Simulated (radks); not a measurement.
The numbers below are computed, except where a source is named.
Task: The mean radii <r> (bohr) of the occupied orbitals of an atom or ion are listed with their occupations. Code: a radial shooting solver on a logarithmic mesh with Libxc functionals. Model: scalar-relativistic Kohn-Sham, r2SCAN, spin-polarised, spherical densities, finite nucleus; meta-GGA in the generalised Kohn-Sham scheme; Fermi nuclear charge, rms radius of each element as measured or else 0.836 A^(1/3) + 0.57 fm.

| orbital | occ. | <r> |
|---|---|---|
| 1s up | 1 | 0.02073 |
| 1s down | 1 | 0.02073 |
| 2s up | 1 | 0.08690 |
| 2s down | 1 | 0.08687 |
| 2p up | 3 | 0.07681 |
| 2p down | 3 | 0.07681 |
| 3s up | 1 | 0.2097 |
| 3s down | 1 | 0.2101 |
| 3p up | 2 | 0.2047 |

Name the element and its charge. Open shells, if any, are filled with parallel spins first.

Result: Z = 67, holmium, charge +53: Ho53+ in [Ne] 3s2 3p2. The 1s radius gives Z: for a bare nucleus <r> = (2 gamma + 1)/(2Z) with gamma = sqrt(1 - (Z/c)^2), 0.02048 bohr for Z = 67, and screening makes it slightly larger (0.02073 here). The occupations add up to 14, and the charge is Z minus that.
